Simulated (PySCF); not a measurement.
Computed IR spectrum (relative IR intensity) of a molecule C3H4BFO. Coordinates come from a PBE-D3(BJ)/def2-SVP optimisation. Other conformers were not sampled. These are PBE-D3(BJ)/def2-SVP run with PySCF 2.14.0 values and carry that method's errors. Harmonic, unscaled wavenumbers; measured fundamentals usually lie a few per cent lower.

ν (cm⁻¹): 122 (vw), 564 (w), 572 (m), 638 (w), 749 (w), 825 (w), 898 (m), 953 (w), 975 (w), 1060 (m), 1093 (w), 1114 (m), 1249 (vw), 1300 (w), 1470 (vs), 2986 (w), 3057 (w), 3725 (m) (against the strongest line: vs over 80 %, s over 45 %, m over 15 %, w over 4 %, vw less)

Q: Which structure fits?
(A) CB1OC=C1F
(B) C=C1COB1F
(C) OB1C=C[C@H]1F
(D) FCB1C=CO1

A: C, OB1C=C[C@H]1F
